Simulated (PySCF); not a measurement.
Work out the structure from these simulated measurements.

Formula: C3H2F3N.

- Rotational structure: rotational constants A, B, C: 5.268, 1.780, 1.752 GHz [PBE0-D3(BJ)/def2-SVP]
- Dipole: 3.33 D [wB97X-D/def2-SVPD]
- 1H NMR: chemical shifts (computed TMS as zero) by class: 2.73 (2 H) ppm [GIAO PBE0/pcSseg-1]
- XPS: C1s 293.2, C1s 293.7, C1s 299.2, N1s 406.0, F1s 694.7 (×3) eV [ΔSCF SCAN, pcX-2 on the ionised atom, pcseg-1 elsewhere, spin-free X2C]
- UV, strongest line: among the 10 lowest singlet transitions: S9 at 10.88 eV (114 nm, f = 0.446) [TDDFT wB97X-D/def2-SVPD]
- 13C NMR: chemical shifts (computed TMS as zero) by class: 127.5 (1 C), 116.3 (1 C), 25.8 (1 C) ppm [GIAO PBE0/pcSseg-1]
- Triplet: lowest triplet excitation (Tamm–Dancoff): 6.33 eV [TDA wB97X-D/def2-SVPD]

Gas-phase values; electronic properties from PySCF, density fitting. Levels stand in brackets. Geometry: PBE0-D3(BJ)/def2-SVP; no solvent, vibrations or thermal averaging. Each NMR value is the plain mean over a class of atoms that symmetry, rotation or inversion makes alike.

Task: Propose a structure and show how it fits.

Result: Numbering: `[N:1]#[C:2][CH2:3][C:4]([F:5])([F:6])[F:7]`. Its formula, C3H2F3N, gives 2 degrees of unsaturation: 0 rings and 2 π bonds in the structure found. 3 carbons fall into 3 classes; from least to most shielded: CF3 carbon [C4] (127.5 ppm), nitrile carbon [C2] (116.3 ppm), sp3 carbon next to a nitrile [C3] (25.8 ppm). All hydrogens form one class (2.73 ppm): methylene hydrogen. The core levels belong to: C1s 293.2 eV, nitrile carbon [C2]; C1s 293.7 eV, sp3 carbon next to a nitrile [C3]; C1s 299.2 eV, CF3 carbon [C4]; N1s 406.0 eV, nitrile nitrogen [N1]; F1s 694.7 eV, fluorine of a CF3 group [F5/F6/F7]. One atom of each topological class was ionised and stands for its class. The hole state at 293.2 eV has ⟨S²⟩ = 0.83 against 0.75, so that value is less sure. The optimised geometry has point group Cs and is an asymmetric top. Structure: `N#CCC(F)(F)F` (CF3CH2CN). The assignments are read from this structure; whether some other isomer fits the data as well wasn't checked.

Shape of the structure used: `[N:1]#[C:2][CH2:3][C:4]([F:5])([F:6])[F:7]`: C2–C3–C4–F5 60°.
